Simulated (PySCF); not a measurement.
# Correlation energy of Tl³⁺ (thallium, charge +3)

Starting occupation: [Xe] 4f14 5d10. All numbers are calculated (PySCF 2.14, X2C-1e with screened-nucleus spin-orbit coupling, Gaussian nucleus, in x2c-TZVPPall-2c with one added diffuse shell each of s, p, d, f type (12s12p10d4f, 126 functions)). Frozen: [Kr] 4d10 4f14; 18 electrons correlated; the 32 highest virtual spinors left out.

MP2 pair energies summed by pair of shells (mhartree):

```csv
pair,energy,share (%)
5d3/2-5d5/2,-112.09,30.7
5d5/2-5d5/2,-80.95,22.2
5d3/2-5d3/2,-34.03,9.3
5d5/2-5p3/2,-32.80,9.0
5d3/2-5p3/2,-23.11,6.3
5d5/2-5p1/2,-15.16,4.2
5p3/2-5p3/2,-11.07,3.0
5d5/2-5s1/2,-10.69,2.9
5p1/2-5p3/2,-10.29,2.8
5d3/2-5p1/2,-9.98,2.7
5p3/2-5s1/2,-8.27,2.3
5d3/2-5s1/2,-7.23,2.0
5p1/2-5s1/2,-4.02,1.1
5p1/2-5p1/2,-2.68,0.7
5s1/2-5s1/2,-2.27,0.6
```

Total MP2 correlation energy: -364.64 mhartree.

The virtual space was cut to 110 spinors, which keep -364.08 of the -364.64 mhartree of MP2 correlation.

| level | correlation energy (mhartree) |
| --- | --- |
| CCSD | -350.01 |
| (T) | -5.10 |
| CCSD(T) | -355.11 |

Diagnostics: T1 = 0.0048, largest double amplitude 0.018.

Question: Is a single reference adequate?

Answer: Yes: T1 lies below 0.03 and no double amplitude reaches 0.07.

This basis was not built for core-valence correlation, so the inner-shell part is incomplete.
